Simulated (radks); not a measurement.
Values are calculated unless marked as measured or tabulated.
Species: Te. Configuration: [Kr] 4d10 5s2 5p4. Level of theory: Dirac Kohn-Sham, PBE, spin-unpolarised, spherical densities, point nucleus; open shells are shared between the two j in proportion to 2j + 1; speed of light set to 1370.36 atomic units (10 times the physical value, a model run) (a radial shooting solver on a logarithmic mesh with Libxc functionals).

Spin-orbit splittings of the eigenvalues, e(l+1/2) - e(l-1/2), with zeta = 2 splitting/(2l+1) and mean radii in bohr:

| shell | occ. | splitting (eV) | zeta (eV) | <r> j=l-1/2 | <r> j=l+1/2 |
|---|---|---|---|---|---|
| 2p | 6 | 2.512 | 1.674 | 0.1073 | 0.1074 |
| 3p | 6 | ? | ? | 0.3262 | 0.3263 |
| 3d | 10 | 0.1071 | 0.04283 | 0.2970 | 0.2970 |
| 4p | 6 | 0.08786 | 0.05857 | 0.8336 | 0.8339 |
| 4d | 10 | 0.01482 | 0.005930 | 0.9641 | 0.9643 |
| 5p | 4 | 0.007210 | 0.004807 | 2.688 | 2.689 |

Estimate the 3p splitting.

Answer. 0.4645 eV (zeta = 0.3096 eV).
